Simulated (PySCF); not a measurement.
Do core-level shifts follow atomic charges?

C3H8OSSi.
SMILES with atom numbers: `[CH2:1]=[CH:2][O:3][SiH2:4][S:5][CH3:6]`

Binding energies: PySCF 2.14.0, delta-SCF UKS SCAN, pcX-2 on the ionised atom, pcseg-1 elsewhere, spin-free X2C. Charges: PBE0/pcSseg-1 ground-state density, for the ionised atom.

```json
{"atom": "C1", "environment": "terminal =CH2 carbon", "C 1s (eV)": "290.07", "Mulliken (e)": "-0.320", "IAO (e)": "-0.410", "Hirshfeld (e)": "-0.147", "ESP (e)": "-0.642"}
{"atom": "C6", "environment": "S-methyl carbon", "C 1s (eV)": "291.65", "Mulliken (e)": "-0.439", "IAO (e)": "-0.498", "Hirshfeld (e)": "-0.111", "ESP (e)": "-0.399"}
{"atom": "C2", "environment": "vinylic carbon bearing oxygen", "C 1s (eV)": "292.33", "Mulliken (e)": "+0.148", "IAO (e)": "+0.077", "Hirshfeld (e)": "+0.035", "ESP (e)": "+0.155"}
```

Q: How well does each charge scheme correlate with the binding energies over these sites?

A: ESP: r = 0.90, slope 2.6 eV per e; Hirshfeld: r = 0.85, slope 10.2 eV per e; IAO: r = 0.63, slope 2.4 eV per e; Mulliken: r = 0.59, slope 2.2 eV per e. ESP charges have the highest r, on only 3 points.

Q: The point-charge model writes a binding energy as kq + V + constant, with V the potential of the other atoms' charges at the site. What does it give with the IAO charges?

A: V = Σ 14.40 eV Å × q/r over all other atoms: +4.82 eV at C1, +6.60 eV at C6, -3.48 eV at C2. Fitting binding energy − V to q gives k = 19.7 eV per e and leaves an rms residual of 0.63 eV, against 0.74 eV for the fit on q alone. The model has no term for differences in relaxation between sites.

Spin contamination (⟨S²⟩ against 0.75 for a pure doublet) is marked for C 1s of C2 (0.86), which makes this value less certain. One conformer (not necessarily the lowest) at the PBE0-D3(BJ)/def2-SVP geometry, without solvent, vibrations or thermal averaging.

Conformer computed: `[CH2:1]=[CH:2][O:3][SiH2:4][S:5][CH3:6]`: C1–C2–O3–Si4 -1°, C2–O3–Si4–S5 180°, O3–Si4–S5–C6 -179°.
